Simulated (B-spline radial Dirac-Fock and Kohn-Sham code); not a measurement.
Z = 56 (barium), transition energy 14.5 keV. Calculated with a B-spline atomic structure program, using a Dirac-Hartree-Slater potential of the neutral atom with a Latter tail (no hole, which puts coefficients of high multipoles low close above an edge), finite nucleus with surface currents. The K shell is not open to conversion at this energy. Subshells that would emit electrons below 1 keV are left out.

Task: A pure transition shows α(L) = 2.62e+08, L1/L2 = 14.5 and L1/L3 = 0.0422. What is its multipolarity?
A. M3
B. E4
C. M2
D. M4
E. E2
F. E1
G. E3
H. M1

Result: D. For comparison, α(L), L1/L2, L1/L3 are E1 6.39, 1.20, 0.735; E2 6610, 0.00783, 0.00517; E3 1.31e+06, 0.0129, 0.00857; E4 9.69e+07, 0.0110, 0.00722; M1 34.0, 11.0, 48.2; M2 8610, 16.9, 1.70; M3 2.27e+06, 17.0, 0.147.
